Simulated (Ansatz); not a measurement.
Several settings on one geometry of Si(OAc)H3 (C2H6O2Si) (that of the charge 0 singlet, r2SCAN-D4/def2-SVP). Ansatz on 4 threads of Arm Neoverse V2 on a shared host; times are rough.

```xyz
11

Si   -0.322   -0.623   -1.879
O    -0.337   -0.610   -0.157
C     0.244    0.456    0.433
C     0.191    0.387    1.930
O     0.744    1.346   -0.219
H     0.655    1.280    2.364
H     0.711   -0.519    2.275
H    -0.855    0.298    2.259
H     1.073   -0.657   -2.390
H    -1.082    0.536   -2.416
H    -1.022   -1.894   -2.200
```

Totals from different functionals, basis sets or treatments of relativity can't be compared as stabilities.

The 6-31G sets use Cartesian d functions. HSE06 is defined as in plane-wave codes, on full-range PBE exchange. Correlated methods freeze 9 core orbitals.

The spins typed aren't always the lowest for that charge.

Q: Give the basis size and estimate the energy, ⟨S²⟩ and time of these runs.

```json
{"run": "1", "method": "UKS rPW86-PBE/6-31++G**", "charge": "0", "state": "triplet", "further keys": "pseudopotentials: {relativity: none}; scf: {omitted_lower_state_checks: [starts]}; forces asked"}
{"run": "2", "method": "ROKS HSE06-D3(BJ)/def2-SVP", "charge": "-1", "state": "doublet", "further keys": "fitting: {mean_field: cc-pVTZ-jkfit}; scf: {omitted_lower_state_checks: [starts]}; forces asked"}
{"run": "3", "method": "RHF, ccsd/def2-mTZVP", "charge": "0", "state": "singlet", "further keys": "scf: {lower_state_search: light}"}
```

A: 
```csv
run,functions,energy (Eh),⟨S²⟩,wall time
1,135,-520.3654,2.00,7.5 s
2,104,-519.0753,–,2.8 s
3,126,-518.7923,–,4.5 s
```

The highest occupied level of an anion often lies above zero with these methods, and sets without diffuse functions describe the outer electron poorly.
